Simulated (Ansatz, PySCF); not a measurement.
Molecule: Be$_{2}$O (charge 0, triplet). This is an excited triplet: at this geometry the singlet lies 0.19 eV lower at CCSD(T)/CBS(def2-TZVPPD,def2-QZVPPD). 
Coordinates optimised at B3LYP-D3(BJ)/def2-TZVP (Ansatz, a program for electronic structure):
```
O
Be 1 1.4076
Be 1 1.4076 2 180.00
```
Charge 0, spin multiplicity 3.

Total electronic energies in hartree. Cores are frozen in the correlated levels unless marked. UHF or UKS for open shells. Spin-orbit coupling is left out. Non-relativistic. Basis-set limits of correlation are two-point, X^-3; Hartree-Fock from the larger set.

```tsv
level	program	energy (Eh)
HF/def2-QZVPPD	Ansatz	-104.23832
revPBE-D4/def2-TZVPD	Ansatz + dftd4	-104.73812
B3LYP/def2-TZVPD	Ansatz	-104.77875
PBE0/def2-TZVP	Ansatz	-104.62825
PBE0/def2-QZVPP	Ansatz	[?]
r2SCANh-D4/def2-TZVPD	Ansatz + dftd4	[?]
MN15/def2-TZVPD	PySCF	-104.67552
LC-wPBE-D4/def2-TZVPD	Ansatz + dftd4	-104.67623
wB97M-V/def2-TZVPD	Ansatz	-104.72261
B2GP-PLYP-D3(BJ)/def2-TZVPD	Ansatz + dftd3	-104.66129
MP2/def2-QZVPP	Ansatz	-104.53669
RI-MP2/def2-TZVPP	Ansatz	-104.49980
RI-MP2/CBS(def2-TZVPPD,def2-QZVPPD)	Ansatz	-104.5543
CCSD/def2-TZVPPD	Ansatz	-104.50323
CCSD(T)/CBS(def2-TZVPPD,def2-QZVPPD)	Ansatz	-104.5658
```

Q: Complete the blanks.

A: 
- PBE0/def2-QZVPP, energy (Eh): -104.64133
- r2SCANh-D4/def2-TZVPD, energy (Eh): -104.70564
